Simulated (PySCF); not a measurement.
A survey of $^{15}$N NMR shifts

PySCF 2.14 calculation with geometry: GFN2-xTB and σ from GIAO-PBE0/pcSseg-1; fast rotation and ring inversion assumed for equivalent nuclei, non-relativistic Hamiltonian, in vacuum, one computed conformer.

Shieldings were converted by a linear fit to measured shifts: $^{15}$N (scatter 6.3 ppm rms vs CH3NO2, solution or neat liquid). Occasional misses reach two or three times the rms, and more in compound classes unlike the fitted ones.

Question: Give the $^{15}$N shifts of `CCCn1ncc(C(F)(F)F)n1`, `C=CCN/N=C\C`, `Cc1cpcn1C(C)C`, `CNc1ccsc1`, `CCc1cn(CC)cp1`, `Fc1cnnnc1`, `Fc1cnnnc1`, `CCC[C@@H]1C[Si@@H](CF)N1`.

Answer: 
```tsv
compound	environment	δ (ppm)
[CH3:1][CH2:2][CH2:3][n:4]1[n:5][cH:6][c:7]([C:8]([F:9])([F:10])[F:11])[n:12]1	N12: pyridine-type nitrogen of an azole	-55.0
[CH3:1][CH2:2][CH2:3][n:4]1[n:5][cH:6][c:7]([C:8]([F:9])([F:10])[F:11])[n:12]1	N5: pyridine-type nitrogen of an azole	-61.8
[CH3:1][CH2:2][CH2:3][n:4]1[n:5][cH:6][c:7]([C:8]([F:9])([F:10])[F:11])[n:12]1	N4: pyrrole-type ring nitrogen	-131.9
[CH2:1]=[CH:2][CH2:3][NH:4]/[N:5]=[CH:6]\[CH3:7]	N5: imine nitrogen	-37.0
[CH2:1]=[CH:2][CH2:3][NH:4]/[N:5]=[CH:6]\[CH3:7]	N4: nitrogen bonded to O or N	-263.9
Cc1cpcn1C(C)C	pyrrole-type ring nitrogen	-191.0
CNc1ccsc1	aniline-type nitrogen	-330.9
CCc1cn(CC)cp1	pyrrole-type ring nitrogen	-200.3
[F:1][c:2]1[cH:3][n:4][n:5][n:6][cH:7]1	N5: pyridine-type ring nitrogen	89.8
[F:1][c:2]1[cH:3][n:4][n:5][n:6][cH:7]1	N4/6: pyridine-type ring nitrogen (×2)	18.7
[F:1][c:2]1[cH:3][n:4][n:5][n:6][cH:7]1	N5: pyridine-type ring nitrogen	89.8
[F:1][c:2]1[cH:3][n:4][n:5][n:6][cH:7]1	N4/6: pyridine-type ring nitrogen (×2)	18.7
CCC[C@@H]1C[Si@@H](CF)N1	nitrogen bonded to C, Si, H, in a 4-membered ring	-343.3
```

Question: Match the shifts -192.3, -258.2, -350.1 ppm to `C[C@@H](F)[Si@H]1C[C@@H]1N(C)C`, `CC[C@H](C)n1ccpc1`, `NC(=S)C#CC=C(F)F`.

Answer: -192.3: CC[C@H](C)n1ccpc1 (pyrrole-type ring nitrogen); -258.2: NC(=S)C#CC=C(F)F (thioamide-type nitrogen); -350.1: C[C@@H](F)[Si@H]1C[C@@H]1N(C)C (amine nitrogen).
